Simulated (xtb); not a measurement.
toluene (C7H8), singlet, from a rough starting geometry; GFN2-xTB run with xtb 6.7.1.

Here is a job for xtb.
```
$ xtb mol.xyz --gfn 2 --opt vtight --json

# file mol.xyz
15

C     -2.16795950    -0.05044400     0.03163798
C     -0.67731294    -0.02703883     0.05073875
C     -0.03123955    -1.20172523     0.15339244
C      1.43760628    -1.06909694     0.13477038
C      2.06947564     0.12519498    -0.01634775
C      1.34374942     1.23351909    -0.20430343
C     -0.09367100     1.20442070    -0.16349850
H     -2.57961800     0.84970158     0.30455634
H     -2.59623290    -0.84904872     0.64504578
H     -2.51611182    -0.29076960    -1.03458064
H     -0.45840588    -2.05726895     0.30886763
H      1.98576635    -2.02548421     0.30469256
H      3.14136401     0.10838258    -0.03463759
H      1.76091684     2.19110577    -0.29800605
H     -0.58269596     2.08821865    -0.27415777
```

Question: Predict the main parts of the log of this xtb run.

Answer: 
```
   ID    Z sym.   atoms
    1    6 C      1-7
    2    1 H      8-15

           -------------------------------------------------
          |                Calculation Setup                |
           -------------------------------------------------

           -------------------------------------------------
          |                 G F N 2 - x T B                 |
           -------------------------------------------------

          ...................................................
          :                      SETUP                      :
          :.................................................:
          :  # basis functions                  36          :
          :  # atomic orbitals                  36          :
          :  # shells                           22          :
          :  # electrons                        36          :
          :  max. iterations                   250          :
          :  Hamiltonian                  GFN2-xTB          :
          :  restarted?                      false          :
          :  GBSA solvation                  false          :
          :  PC potential                    false          :
          :  electronic temp.          300.0000000     K    :
          :  accuracy                    1.0000000          :
          :  -> integral cutoff          0.2500000E+02      :
          :  -> integral neglect         0.1000000E-07      :
          :  -> SCF convergence          0.1000000E-05 Eh   :
          :  -> wf. convergence          0.1000000E-03 e    :
          :  Broyden damping             0.4000000          :
          :  net charge                          0          :
          :  unpaired electrons                  0          :
          ...................................................

 iter      E             dE          RMSdq      gap      omega  full diag
   1    -19.4079675 -0.194080E+02  0.425E+00    4.21       0.0  T
   2    -19.4253010 -0.173334E-01  0.253E+00    4.21       1.0  T
   3    -19.4229483  0.235272E-02  0.815E-01    4.19       1.0  T
   4    -19.4262348 -0.328657E-02  0.294E-01    4.20       1.0  T
   5    -19.4269110 -0.676181E-03  0.901E-02    4.20       1.0  T
   6    -19.4269982 -0.872117E-04  0.323E-02    4.19       1.0  T
   7    -19.4269990 -0.773245E-06  0.116E-02    4.19       2.2  T
   8    -19.4269997 -0.702236E-06  0.293E-03    4.19       8.8  T
   9    -19.4269998 -0.102808E-06  0.842E-04    4.19      30.7  T
  10    -19.4269998 -0.875495E-09  0.428E-04    4.19      60.3  T

   *** convergence criteria satisfied after 10 iterations ***

         :::::::::::::::::::::::::::::::::::::::::::::::::::::
         ::                     SUMMARY                     ::
         :::::::::::::::::::::::::::::::::::::::::::::::::::::
         :: total energy             -19.015363089536 Eh    ::
         :: gradient norm              0.259858398079 Eh/a0 ::
         :: HOMO-LUMO gap              4.194295466921 eV    ::
         ::.................................................::
         :: SCC energy               -19.426982437195 Eh    ::
         :: -> isotropic ES            0.002363259965 Eh    ::
         :: -> anisotropic ES          0.003177870900 Eh    ::
         :: -> anisotropic XC          0.012801947487 Eh    ::
         :: -> dispersion             -0.010606913023 Eh    ::
         :: repulsion energy           0.411619347659 Eh    ::
         :: add. restraining           0.000000000000 Eh    ::
         :: total charge               0.000000000000 e     ::
         :::::::::::::::::::::::::::::::::::::::::::::::::::::

      -----------------------------------------------------------
     |                   =====================                   |
     |                        A N C O P T                        |
     |                   =====================                   |
     |               Approximate Normal Coordinate               |
     |                Rational Function Optimizer                |
      -----------------------------------------------------------
      -----------------------------------------------------------
     |                   =====================                   |
     |                        A N C O P T                        |
     |                   =====================                   |
     |               Approximate Normal Coordinate               |
     |                Rational Function Optimizer                |
      -----------------------------------------------------------

          ...................................................
          :                      SETUP                      :
          :.................................................:
          :   optimization level         verytight          :
          :   max. optcycles                   300          :
          :   ANC micro-cycles                  20          :
          :   degrees of freedom                39          :
          :.................................................:
          :   RF solver                   davidson          :
          :   write xtbopt.log                true          :
          :   linear?                        false          :
          :   energy convergence         0.1000000E-06 Eh   :
          :   grad. convergence          0.2000000E-03 Eh/α :
          :   maxmium RF displ.          1.0000000          :
          :   Hlow (freq-cutoff)         0.1000000E-01      :
          :   Hmax (freq-cutoff)         5.0000000          :
          :   S6 in model hess.         20.0000000          :
          ...................................................

generating ANC from exact Hessian ...
Using Lindh-Hessian (1995)
 Shifting diagonal of input Hessian by    4.4914103139961966E-003
 Lowest  eigenvalues of input Hessian
    0.000000    0.000000    0.000000    0.000000    0.000000    0.000000
    0.010000    0.013829    0.021058    0.023941    0.027223    0.039185
[...]
 * total energy  :   -19.0153631 Eh     change       -0.1445244E-08 Eh
 * total energy  :   -19.0453585 Eh     change       -0.2999541E-01 Eh
 * total energy  :   -19.0500397 Eh     change       -0.4681210E-02 Eh
 * total energy  :   -19.0503389 Eh     change       -0.2992123E-03 Eh
 * total energy  :   -19.0503940 Eh     change       -0.5511132E-04 Eh
 * total energy  :   -19.0504037 Eh     change       -0.9654338E-05 Eh
 * total energy  :   -19.0504065 Eh     change       -0.2763487E-05 Eh
 * total energy  :   -19.0504069 Eh     change       -0.4605177E-06 Eh
 * total energy  :   -19.0504069 Eh     change       -0.2559499E-07 Eh
   *** GEOMETRY OPTIMIZATION CONVERGED AFTER 9 ITERATIONS ***
         :: total energy             -19.050406939064 Eh    ::
[...]
          |                Property Printout                |
           -------------------------------------------------

    * Orbital Energies and Occupations

         #    Occupation            Energy/Eh            Energy/eV
      -------------------------------------------------------------
         1        2.0000           -0.6396707             -17.4063
       ...           ...                  ...                  ...
         6        2.0000           -0.5586565             -15.2018
         7        2.0000           -0.5223231             -14.2131
         8        2.0000           -0.4977535             -13.5446
         9        2.0000           -0.4929029             -13.4126
        10        2.0000           -0.4909040             -13.3582
        11        2.0000           -0.4726961             -12.8627
        12        2.0000           -0.4692290             -12.7684
        13        2.0000           -0.4594044             -12.5010
        14        2.0000           -0.4567877             -12.4298
        15        2.0000           -0.4203597             -11.4386
        16        2.0000           -0.4160214             -11.3205
        17        2.0000           -0.3983582             -10.8399
        18        2.0000           -0.3898787             -10.6091 (HOMO)
        19                         -0.2167779              -5.8988 (LUMO)
        20                         -0.2152641              -5.8576
        21                         -0.0869321              -2.3655
        22                          0.1090719               2.9680
        23                          0.1251786               3.4063
        24                          0.1570894               4.2746
        25                          0.1675044               4.5580
        26                          0.1819805               4.9519
        27                          0.1988677               5.4115
        28                          0.2069510               5.6314
        29                          0.2244091               6.1065
       ...                                ...                  ...
        36                          0.6696473              18.2220
      -------------------------------------------------------------
                  HL-Gap            0.1731008 Eh            4.7103 eV
             Fermi-level           -0.3033283 Eh           -8.2540 eV

     #   Z          covCN         q      C6AA      α(0)
     1   6 C        3.758    -0.109    22.629     6.782
     2   6 C        2.966     0.018    27.613     8.619
     3   6 C        2.926    -0.039    28.981     8.828
     4   6 C        2.919    -0.031    28.770     8.796
     5   6 C        2.920    -0.034    28.854     8.809
     6   6 C        2.919    -0.031    28.769     8.796
     7   6 C        2.925    -0.039    28.979     8.828
     8   1 H        0.925     0.041     2.430     2.438
     9   1 H        0.925     0.042     2.422     2.434
    10   1 H        0.924     0.046     2.368     2.406
    11   1 H        0.926     0.028     2.621     2.532
    12   1 H        0.926     0.027     2.626     2.534
    13   1 H        0.926     0.027     2.634     2.538
    14   1 H        0.926     0.027     2.626     2.534
    15   1 H        0.926     0.027     2.623     2.533

 Mol. C6AA /au·bohr⁶  :       2460.028709
 Mol. C8AA /au·bohr⁸  :      58809.435645
 Mol. α(0) /au        :         79.406146

Wiberg/Mayer (AO) data.
largest (>0.10) Wiberg bond orders for each atom

 ---------------------------------------------------------------------------
     #   Z sym  total        # sym  WBO       # sym  WBO       # sym  WBO
 ---------------------------------------------------------------------------
     1   6 C    3.997 --     2 C    1.025     8 H    0.983     9 H    0.981
                            10 H    0.968
     2   6 C    3.989 --     7 C    1.413     3 C    1.411     1 C    1.025
                             5 C    0.110
     3   6 C    3.992 --     4 C    1.447     2 C    1.411    11 H    0.970
                             6 C    0.111
     4   6 C    3.993 --     3 C    1.447     5 C    1.437    12 H    0.971
                             7 C    0.111
     5   6 C    3.993 --     6 C    1.439     4 C    1.437    13 H    0.972
                             2 C    0.110
     6   6 C    3.993 --     7 C    1.445     5 C    1.439    14 H    0.971
                             3 C    0.111
     7   6 C    3.992 --     6 C    1.445     2 C    1.413    15 H    0.970
                             4 C    0.111
     8   1 H    0.998 --     1 C    0.983
     9   1 H    0.998 --     1 C    0.981
    10   1 H    0.998 --     1 C    0.968
    11   1 H    0.999 --     3 C    0.970
    12   1 H    0.999 --     4 C    0.971
    13   1 H    0.999 --     5 C    0.972
    14   1 H    0.999 --     6 C    0.971
    15   1 H    0.999 --     7 C    0.970
 ---------------------------------------------------------------------------

Topologies differ in total number of bonds
Writing topology from bond orders to xtbtopo.mol

molecular dipole:
                 x           y           z       tot (Debye)
 q only:       -0.200      -0.012      -0.011
   full:       -0.209      -0.015      -0.020       0.536
molecular quadrupole (traceless):
                xx          xy          yy          xz          yz          zz
 q only:        1.247       0.059       0.133       0.076      -0.215      -1.381
  q+dip:        2.653       0.045       2.326       0.132      -1.048      -4.978
   full:        1.632       0.059       0.942       0.134      -0.502      -2.574

optimized geometry written to: xtbopt.xyz

           -------------------------------------------------
          | TOTAL ENERGY              -19.050406939064 Eh   |
          | GRADIENT NORM               0.000076579411 Eh/α |
          | HOMO-LUMO GAP               4.710313532928 eV   |
           -------------------------------------------------

normal termination of xtb
```
